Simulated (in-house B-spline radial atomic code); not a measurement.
Inner levels of krypton as electrons are removed. A shift is the extra binding of the orbital against the neutral atom ([Ar] 3d10 4s2 4p6). The density at the nucleus is averaged over the nuclear charge. Computed with a radial B-spline atomic code at the basis-set limit: Dirac-Hartree-Fock, jj configuration that fills j = l - 1/2 first, finite nuclei.

A number in brackets counts the electrons of a j subshell.

```json
{"ion": "Kr", "configuration": "[Ar] 3d10 4s2 4p6", "shift of 2p1/2 (eV)": "0", "shift of 2s1/2 (eV)": "0", "shift of 3p3/2 (eV)": "0", "radius of 2p1/2 (bohr)": "0.15738", "radius of 2s1/2 (bohr)": "0.1827", "radius of 3p3/2 (bohr)": "0.54118", "Σ<r²> (bohr²)": "39.105", "change of density at nucleus (bohr⁻³)": "-"}
{"ion": "Kr+", "configuration": "[Ar] 3d10 4s2 4p1/2(2) 4p3/2(3)", "shift of 2p1/2 (eV)": "12.042", "shift of 2s1/2 (eV)": "11.999", "shift of 3p3/2 (eV)": "11.827", "radius of 2p1/2 (bohr)": "0.15738", "radius of 2s1/2 (bohr)": "0.1827", "radius of 3p3/2 (bohr)": "0.54156", "Σ<r²> (bohr²)": "31.609", "change of density at nucleus (bohr⁻³)": "4.8504"}
{"ion": "Kr2+", "configuration": "[Ar] 3d10 4s2 4p1/2(2) 4p3/2(2)", "shift of 2p1/2 (eV)": "25.754", "shift of 2s1/2 (eV)": "25.651", "shift of 3p3/2 (eV)": "25.199", "radius of 2p1/2 (bohr)": "0.15737", "radius of 2s1/2 (bohr)": "0.18269", "radius of 3p3/2 (bohr)": "0.54156", "Σ<r²> (bohr²)": "25.825", "change of density at nucleus (bohr⁻³)": "10.677"}
{"ion": "Kr3+", "configuration": "[Ar] 3d10 4s2 4p1/2(2) 4p3/2(1)", "shift of 2p1/2 (eV)": "40.945", "shift of 2s1/2 (eV)": "40.763", "shift of 3p3/2 (eV)": "39.911", "radius of 2p1/2 (bohr)": "0.15736", "radius of 2s1/2 (bohr)": "0.18268", "radius of 3p3/2 (bohr)": "0.54148", "Σ<r²> (bohr²)": "21.114", "change of density at nucleus (bohr⁻³)": "17.361"}
{"ion": "Kr4+", "configuration": "[Ar] 3d10 4s2 4p1/2(2)", "shift of 2p1/2 (eV)": "57.492", "shift of 2s1/2 (eV)": "57.208", "shift of 3p3/2 (eV)": "55.824", "radius of 2p1/2 (bohr)": "0.15735", "radius of 2s1/2 (bohr)": "0.18267", "radius of 3p3/2 (bohr)": "0.5413", "Σ<r²> (bohr²)": "17.149", "change of density at nucleus (bohr⁻³)": "24.831"}
{"ion": "Kr5+", "configuration": "[Ar] 3d10 4s2 4p1/2(1)", "shift of 2p1/2 (eV)": "75.187", "shift of 2s1/2 (eV)": "75.011", "shift of 3p3/2 (eV)": "73.183", "radius of 2p1/2 (bohr)": "0.15735", "radius of 2s1/2 (bohr)": "0.18266", "radius of 3p3/2 (bohr)": "0.54074", "Σ<r²> (bohr²)": "13.768", "change of density at nucleus (bohr⁻³)": "32.61"}
{"ion": "Kr6+", "configuration": "[Ar] 3d10 4s2", "shift of 2p1/2 (eV)": "?", "shift of 2s1/2 (eV)": "?", "shift of 3p3/2 (eV)": "?", "radius of 2p1/2 (bohr)": "?", "radius of 2s1/2 (bohr)": "?", "radius of 3p3/2 (bohr)": "?", "Σ<r²> (bohr²)": "?", "change of density at nucleus (bohr⁻³)": "?"}
{"ion": "Kr7+", "configuration": "[Ar] 3d10 4s1", "shift of 2p1/2 (eV)": "?", "shift of 2s1/2 (eV)": "?", "shift of 3p3/2 (eV)": "?", "radius of 2p1/2 (bohr)": "?", "radius of 2s1/2 (bohr)": "?", "radius of 3p3/2 (bohr)": "?", "Σ<r²> (bohr²)": "?", "change of density at nucleus (bohr⁻³)": "?"}
{"ion": "Kr8+", "configuration": "[Ar] 3d10", "shift of 2p1/2 (eV)": "?", "shift of 2s1/2 (eV)": "?", "shift of 3p3/2 (eV)": "?", "radius of 2p1/2 (bohr)": "?", "radius of 2s1/2 (bohr)": "?", "radius of 3p3/2 (bohr)": "?", "Σ<r²> (bohr²)": "?", "change of density at nucleus (bohr⁻³)": "?"}
{"ion": "Kr9+", "configuration": "[Ar] 3d3/2(4) 3d5/2(5)", "shift of 2p1/2 (eV)": "181.7", "shift of 2s1/2 (eV)": "180.58", "shift of 3p3/2 (eV)": "168.91", "radius of 2p1/2 (bohr)": "0.15731", "radius of 2s1/2 (bohr)": "0.18259", "radius of 3p3/2 (bohr)": "0.53085", "Σ<r²> (bohr²)": "5.8107", "change of density at nucleus (bohr⁻³)": "-50.324"}
{"ion": "Kr10+", "configuration": "[Ar] 3d3/2(4) 3d5/2(4)", "shift of 2p1/2 (eV)": "228.44", "shift of 2s1/2 (eV)": "226.69", "shift of 3p3/2 (eV)": "205.95", "radius of 2p1/2 (bohr)": "0.15729", "radius of 2s1/2 (bohr)": "0.18251", "radius of 3p3/2 (bohr)": "0.52383", "Σ<r²> (bohr²)": "5.2546", "change of density at nucleus (bohr⁻³)": "-31.093"}
{"ion": "Kr11+", "configuration": "[Ar] 3d3/2(4) 3d5/2(3)", "shift of 2p1/2 (eV)": "277.71", "shift of 2s1/2 (eV)": "275.24", "shift of 3p3/2 (eV)": "244.44", "radius of 2p1/2 (bohr)": "0.15724", "radius of 2s1/2 (bohr)": "0.18242", "radius of 3p3/2 (bohr)": "0.51683", "Σ<r²> (bohr²)": "4.7534", "change of density at nucleus (bohr⁻³)": "-10.009"}
{"ion": "Kr12+", "configuration": "[Ar] 3d3/2(4) 3d5/2(2)", "shift of 2p1/2 (eV)": "329.47", "shift of 2s1/2 (eV)": "326.17", "shift of 3p3/2 (eV)": "284.35", "radius of 2p1/2 (bohr)": "0.15719", "radius of 2s1/2 (bohr)": "0.18231", "radius of 3p3/2 (bohr)": "0.50987", "Σ<r²> (bohr²)": "4.2989", "change of density at nucleus (bohr⁻³)": "12.909"}
{"ion": "Kr13+", "configuration": "[Ar] 3d3/2(4) 3d5/2(1)", "shift of 2p1/2 (eV)": "383.67", "shift of 2s1/2 (eV)": "379.44", "shift of 3p3/2 (eV)": "325.64", "radius of 2p1/2 (bohr)": "0.15711", "radius of 2s1/2 (bohr)": "0.18218", "radius of 3p3/2 (bohr)": "0.50299", "Σ<r²> (bohr²)": "3.8849", "change of density at nucleus (bohr⁻³)": "37.648"}
{"ion": "Kr14+", "configuration": "[Ar] 3d3/2(4)", "shift of 2p1/2 (eV)": "440.28", "shift of 2s1/2 (eV)": "435", "shift of 3p3/2 (eV)": "368.28", "radius of 2p1/2 (bohr)": "0.15703", "radius of 2s1/2 (bohr)": "0.18203", "radius of 3p3/2 (bohr)": "0.4962", "Σ<r²> (bohr²)": "3.5059", "change of density at nucleus (bohr⁻³)": "64.195"}
{"ion": "Kr15+", "configuration": "[Ar] 3d3/2(3)", "shift of 2p1/2 (eV)": "497.66", "shift of 2s1/2 (eV)": "493.17", "shift of 3p3/2 (eV)": "414.12", "radius of 2p1/2 (bohr)": "0.15676", "radius of 2s1/2 (bohr)": "0.18185", "radius of 3p3/2 (bohr)": "0.48906", "Σ<r²> (bohr²)": "3.1604", "change of density at nucleus (bohr⁻³)": "93.024"}
{"ion": "Kr16+", "configuration": "[Ar] 3d3/2(2)", "shift of 2p1/2 (eV)": "557.22", "shift of 2s1/2 (eV)": "553.57", "shift of 3p3/2 (eV)": "461.3", "radius of 2p1/2 (bohr)": "0.15647", "radius of 2s1/2 (bohr)": "0.18166", "radius of 3p3/2 (bohr)": "0.48206", "Σ<r²> (bohr²)": "2.8419", "change of density at nucleus (bohr⁻³)": "123.67"}
{"ion": "Kr17+", "configuration": "[Ar] 3d3/2(1)", "shift of 2p1/2 (eV)": "618.92", "shift of 2s1/2 (eV)": "616.15", "shift of 3p3/2 (eV)": "509.79", "radius of 2p1/2 (bohr)": "0.15616", "radius of 2s1/2 (bohr)": "0.18144", "radius of 3p3/2 (bohr)": "0.4752", "Σ<r²> (bohr²)": "2.5474", "change of density at nucleus (bohr⁻³)": "156.13"}
{"ion": "Kr18+", "configuration": "[Ne] 3s2 3p6", "shift of 2p1/2 (eV)": "682.73", "shift of 2s1/2 (eV)": "680.89", "shift of 3p3/2 (eV)": "559.57", "radius of 2p1/2 (bohr)": "0.15582", "radius of 2s1/2 (bohr)": "0.18121", "radius of 3p3/2 (bohr)": "0.46848", "Σ<r²> (bohr²)": "2.2744", "change of density at nucleus (bohr⁻³)": "190.41"}
{"ion": "Kr19+", "configuration": "[Ne] 3s2 3p1/2(2) 3p3/2(3)", "shift of 2p1/2 (eV)": "746.4", "shift of 2s1/2 (eV)": "742.81", "shift of 3p3/2 (eV)": "608.46", "radius of 2p1/2 (bohr)": "0.15554", "radius of 2s1/2 (bohr)": "0.18093", "radius of 3p3/2 (bohr)": "0.46254", "Σ<r²> (bohr²)": "1.9812", "change of density at nucleus (bohr⁻³)": "231.3"}
```

Task: Fill in the row of Kr6+.

Result: shift of 2p1/2 (eV): 94.096; shift of 2s1/2 (eV): 94.047; shift of 3p3/2 (eV): 91.651; radius of 2p1/2 (bohr): 0.15736; radius of 2s1/2 (bohr): 0.18264; radius of 3p3/2 (bohr): 0.54004; Σ<r²> (bohr²): 10.831; change of density at nucleus (bohr⁻³): 41.072.

Task: Fill in the row of Kr7+.

Result: shift of 2p1/2 (eV): 115.32; shift of 2s1/2 (eV): 115.02; shift of 3p3/2 (eV): 112.08; radius of 2p1/2 (bohr): 0.15735; radius of 2s1/2 (bohr): 0.18265; radius of 3p3/2 (bohr): 0.539; Σ<r²> (bohr²): 8.5221; change of density at nucleus (bohr⁻³): -9.4622.

Task: Fill in the row of Kr8+.

Result: shift of 2p1/2 (eV): 137.55; shift of 2s1/2 (eV): 136.96; shift of 3p3/2 (eV): 133.37; radius of 2p1/2 (bohr): 0.15733; radius of 2s1/2 (bohr): 0.18265; radius of 3p3/2 (bohr): 0.53784; Σ<r²> (bohr²): 6.4325; change of density at nucleus (bohr⁻³): -67.675.
